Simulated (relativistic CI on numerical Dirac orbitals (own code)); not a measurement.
# Hyperfine structure of Au58+, mass number 197

Method of calculation: Dirac-Coulomb-Breit CI, orbitals from a KLI potential per configuration, a model potential for QED, unscaled Slater integrals (own radial code, finite nucleus).

Configurations in the expansion (outside the closed core [Ne]): 3s²3p⁶3d³, 3s²3p⁵3d⁴, 3s3p⁶3d⁴, 3s²3p⁶3d²4s, 3s²3p⁶3d²4p, 3s²3p⁶3d²4d, 3s²3p⁵3d³4s, 3s²3p⁶3d²4f, 3s²3p⁵3d³4p, 3s3p⁶3d³4s, 3p⁶3d⁴4p, 3p⁶3d⁵, 3p⁵3d⁶, 3p⁵3d⁵4s, 3p⁶3d⁴4s, 3p⁵3d⁴4s², 3s²3p⁶3d4s², 3s²3p⁶4s²4p, 3s²3p⁶4s²4d. Double excitations out of closed p, d and f shells are left out; levels of such configurations are missing from the list, as are those of other unlisted configurations, and high levels can miss mixing partners. These lack a partner that the ground configuration has and come out too high: 3s²3p⁵3d³4p.

Nuclear spin I = 3/2, μ = 0.1452 μN, Q = 0.547 b (tables of Stone and Pyykkö). The electronic factors are computed for point nuclear moments, without core polarisation or the Bohr-Weisskopf and QED corrections.

```tsv
Level	E (eV)	A (MHz)	B (MHz)
3s²3p⁶3d³ ⁴F5/2	91.023	7681	-25200
3s²3p⁶3d³ ²G7/2	102.284	8425	21100
3s²3p⁶3d³ ⁴P1/2	104.148	-5117	
3s²3p⁶3d³ ⁴F7/2	191.690	6188	-7400
3s²3p⁶3d³ ²P1/2	206.557	-2359	
3s²3p⁶3d³ ²H11/2	207.122	7388	98800
3s²3p⁶3d³ ²F7/2	218.124	7640	19200
```

Levels with J = 0, under 50 % of one LS term, or S terms without an open s electron are left out. Small factors come from cancelling terms and can be off by tens of per cent or more.

At this charge energies of transitions that change n are usually good to better than 1 %, and those within a shell (Δn = 0) to a few per cent.

(1) Give the hyperfine levels of 3s²3p⁶3d³ ⁴F5/2 relative to its centre of gravity.

Answers

(1) With K = F(F + 1) − I(I + 1) − J(J + 1), E = AK/2 + B[¾K(K + 1) − I(I + 1)J(J + 1)]/[2I(2I − 1)J(2J − 1)]: F = 1: -57980, F = 2: -22440, F = 3: 11960, F = 4: 22500 MHz.

LS names give the leading component of a level, which can be under half, so a name can repeat, a term be missing and a line seem to break the LS rules.
